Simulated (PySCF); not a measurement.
hydrogen fluoride (HF), SMILES F.

Coordinates come from a PBE0-D3(BJ)/def2-TZVPD optimisation.

Computed with TDDFT-LC-ωPBE/def2-TZVPD (PySCF 2.14.0).

Vertical excitations; the highest root listed may be one member of a degenerate set. The molecule is in vacuum.

Q: List the lowest excited states. (An estimate is asked for; the answer gives what the named calculation found.)

A: 
```tsv
state	energy (eV)	λ (nm)	f	main pairs
S1	10.17	122	0.033	HOMO→LUMO (degenerate set)
S2	10.17	122	0.033	HOMO−1→LUMO (degenerate set)
S3	13.07	95	0.000	HOMO→LUMO+2 48 %, HOMO−1→LUMO+3 48 %
S4	13.08	95	0.000	HOMO−1→LUMO+3, HOMO→LUMO+2 (degenerate set)
S5	13.08	95	0.000	HOMO−1→LUMO+2, HOMO→LUMO+3 (degenerate set)
S6	13.11	95	0.019	HOMO→LUMO+1 (degenerate set)
S7	13.11	95	0.019	HOMO−1→LUMO+1 (degenerate set)
S8	13.55	91	0.047	HOMO→LUMO+3 35 %, HOMO−1→LUMO+2 35 %, HOMO−2→LUMO 27 %
S9	14.62	85	0.088	HOMO−2→LUMO 59 %, HOMO→LUMO+3 14 %, HOMO−1→LUMO+2 14 %
S10	15.69	79	0.066	HOMO→LUMO+6 87 %
T1	9.64	129	0	HOMO→LUMO (degenerate set)
T2	9.64	129	0	HOMO−1→LUMO (degenerate set)
T3	12.66	98	0	HOMO−1→LUMO+2 47 %, HOMO→LUMO+3 47 %
T4	12.85	96	0	HOMO−1→LUMO+3 48 %, HOMO→LUMO+2 48 %
```
Triplets are in the Tamm–Dancoff approximation, which puts them higher than full response would, so one can lie above its singlet here.
